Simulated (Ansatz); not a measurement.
Born–Oppenheimer molecular dynamics of Cl3FH2Si (7 atoms, charge 0, multiplicity 1). It starts at the highest image of a converged band, a first-order saddle point between two minima.

These are results of Ansatz 0.2.0, RKS B3LYP-D4/def2-SVP, not measurements.

- ensemble: NVE (velocity Verlet)
- time step: 0.5 fs
- steps asked: 200
- starting velocities drawn for: 300 K
- seed: 3178

First frame:

```xyz
7
Properties=species:S:1:pos:R:3
Si -0.541 0.020 0.028
F 0.785 -1.003 0.858
Cl -1.465 0.658 -1.726
Cl -0.561 1.570 1.369
H -1.452 -1.084 0.379
H 1.593 -0.548 0.150
Cl 1.642 0.387 -1.060
```

(1) What does the run give?

(2) What happens to the structure?

(3) How do temperature and energy run in time?

## Answers

(1) All steps were run.

```
steps done                                               : 200
time covered                                             : 100 fs
mean temperature over the second half                    : 1999 K
spread of the potential energy over the second half      : 25.3 meV per atom
mean potential energy of the second half above the start : -156.9 meV per atom
```

The conserved energy stayed within 0.049 meV per atom of its start (net change 0.0091 meV per atom), so the integration is sound. The system heated up, since it started high on the potential surface and ran downhill. A run of 0.1 ps of so small a system gives no equilibrium averages. The orbitals stay closed-shell, which can raise the energy where a bond breaks towards radicals; this wasn't checked here.

(2) The step under study would form Si1–Cl7, F2–H6 and break Si1–F2, H6–Cl7. These pairs go: Si1–Cl7 2.47 → 4.44 Å, F2–H6 1.17 → 3.74 Å, Si1–F2 1.87 → 1.62 Å, H6–Cl7 1.53 → 1.26 Å. In the last frame they stand as before the step (other bonds may differ from the relaxed reactants and products). It ends as Cl2FHSi + ClH. Pairs count as bonded within 1.25 times the sum of covalent radii (0.12 Å more for H–H). This is one draw of velocities; another would differ in detail.

(3) 
```csv
time (fs),T (K),potential energy less start (eV),conserved less start (meV/atom)
0.0,300,0.000,0.00
5.0,244,0.036,0.01
10.0,251,0.032,0.01
15.0,367,-0.043,0.02
20.0,595,-0.190,0.01
25.0,793,-0.319,-0.01
30.0,876,-0.372,-0.02
35.0,1063,-0.493,-0.01
40.0,1464,-0.752,-0.03
45.0,1723,-0.920,-0.02
50.0,1815,-0.979,0.02
55.0,2004,-1.101,0.03
60.0,2309,-1.298,0.00
65.0,2420,-1.370,-0.02
70.0,2259,-1.266,0.00
75.0,2175,-1.212,-0.03
80.0,2036,-1.122,-0.04
85.0,1761,-0.944,-0.01
90.0,1603,-0.842,0.01
95.0,1648,-0.871,0.01
100.0,1748,-0.936,0.01
```

Run time: 7.9 min on 2 threads of Arm Neoverse V1, on a shared host, peak memory 0.22 GiB.
